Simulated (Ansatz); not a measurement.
Cost and result up the ladder for Li₈Br₈ (started as a model of: 2x2x4 LiBr rock-salt block) (16 atoms). Charge 0, multiplicity 1. Geometry: PBE-D4/def2-SVP.

```
atom   x (Å)   y (Å)   z (Å)
 Li1  -0.368  -3.453  -1.752
 Br2   1.298  -1.854  -0.850
 Li3   2.019   0.315   0.280
 Br4   3.509   2.116   1.271
 Br5  -1.873  -3.857   0.162
 Li6  -0.688  -1.730   0.886
 Br7   0.444   0.001   2.377
 Li8   1.590   2.153   2.822
 Br9  -1.661  -2.095  -3.356
Li10  -0.516  -0.298  -1.974
Br11   0.670   1.877  -1.369
Li12   1.748   3.469   0.194
Li13  -2.971  -2.169  -1.265
Br14  -2.413  -0.023  -0.157
Li15  -0.814   1.713   0.809
Br16   0.024   3.836   1.922
```

Ansatz on 4 threads of Arm Neoverse V1 on a shared host. Times are rough, and most runs start from the orbitals of an earlier one. PBE0-D4/def2-SVP serves as the yardstick here, not as an exact answer. Differences are given only for rows in sets of like size (and for xTB, whose basis is part of the method), since another set adds its own error. Binding counts from free atoms at the same level (Li doublet, Br doublet; other spins of the atoms weren't run), without zero-point energy or a counterpoise term.

The 6-31G sets use Cartesian d functions. B3LYP takes the VWN-RPA correlation.

| level | functions | wall time | binding energy per atom (eV) | difference from PBE0-D4/def2-SVP (eV) |
| --- | --- | --- | --- | --- |
| PBE-D4/def2-SVP | 328 | 15 s | 3.06 | 0.01 |
| HF/6-31G | 304 | 27 s | 2.29 | – |
| B3LYP-D4/6-31G | 304 | 34 s | 2.88 | – |
| r2SCAN-D4/def2-SVP (with forces) | 328 | 38 s | 3.10 | 0.05 |
| PBE0-D4/def2-SVP (with forces) | 328 | 45 s | 3.05 | 0.00 |
